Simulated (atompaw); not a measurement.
**Pseudopotential generation for boron: PAW (atompaw), PBE, scalar-relativistic.**

The input file (atompaw 4.2.0.5):

```
B 5
GGA-PBE scalarrelativistic loggrid 1500 logderivrange -3 5 201
2 2 0 0 0 0
2 1 1
0 0 0
c
v
v
2
2.50 2.25 2.25 2.05
y
-0.3
n
y
0.3
n
y
0.2
n
bloechl sinc
bessel
PWSCFOUT
UPFDX 0.0125d0 UPFXMIN -7.d0 UPFZMESH 5.d0
END
```

Command:

```bash
atompaw < B.input > B.log
```

Output (summary file):

```
Completed calculations for B (AE)

 Exchange-correlation type: GGA, Perdew-Burke-Ernzerhof

 Radial integration grid is logarithmic
 r0 =   1.4561695E-03 h =   7.2808477E-03   n =      1500 rmax =   8.0000000E+01

 Scalar relativistic calculation

 AEatom converged in  22 iterations
   nz     =   5.00
   delta  =       1.504123320293E-17

 All Electron Orbital energies:
  n  l      occupancy      energy
  1  0      2.0000000E+00 -1.3273129E+01
  2  0      2.0000000E+00 -6.9405349E-01
  2  1      1.0000000E+00 -2.6509610E-01

 Total energy
   Total                    :      -49.20639447742537

 ---
 Completed calculations for B (SC)

 Exchange-correlation type: GGA, Perdew-Burke-Ernzerhof

 Radial integration grid is logarithmic
 r0 =   1.4561695E-03 h =   7.2808477E-03   n =      1500 rmax =   8.0000000E+01

 Scalar relativistic calculation

 SCatom converged in   1 iterations
   nz     =   5.00
   delta  =       2.629800947846E-17

 Valence Electron Orbital energies:
  n  l      occupancy      energy
   2  0      2.0000000E+00 -6.9405349E-01
   2  1      1.0000000E+00 -2.6509610E-01

 Total energy
   Total                    :      -49.20639447679446
   Valence                  :      -10.96701809096594

 PAW parameters:
       lmax =            2
         rc =    2.4987203152002535
        irc =         1024
   rc_shape =    2.2564309096003878
    rc_vloc =    2.2564309096003878
    rc_core =    2.0525219008609361
   Vloc: truncated form - Vps(r)=A.sin(qr)/r for r<rc
   Projector type: Bloechl + Gram-Schmidt ortho.
   Sinc^2 compensation charge shape zeroed at   2.2564E+00

 Number of basis functions     5
 No.   n  nodes  l      Energy         Cp coeff         Occ
  1    2    1    0   -0.6940535E+00  0.4340348E+00  0.2000000E+01
  2  999    2    0   -0.3000000E+00  0.1172153E+02  0.0000000E+00
  3    2    0    1   -0.2650961E+00  0.3486639E+01  0.1000000E+01
  4  999    1    1    0.3000000E+00  0.2048042E+02  0.0000000E+00
  5  999    0    2    0.2000000E+00  0.1725185E+01  0.0000000E+00

 Eigenvalues of overlap operator (in the basis of projectors):
    1        7.73817341E-03
    2        2.40517475E-02
    3        6.26325321E-01
    4        1.46648173E+00
    5        7.18022906E+00

 Orbital leakage outside PAW augmentation regions
   orb  is_core?  %out_of_sphere
   1 0    T           0.00
   2 0    F          22.63
   2 1    F          35.60

 Summary of PAW energies
   Total valence energy     :    -10.96702007007877
   Smooth energy            :      2.65425761874714
   One center               :    -13.62127768882591
   Smooth kinetic           :      2.25505487683439
   Vloc energy              :      1.06029822786346
   Smooth exch-corr         :     -1.72921479228567
   One-center xc            :     -5.86913470692471
```

The run took about 0.44 s on one core of a shared server CPU.
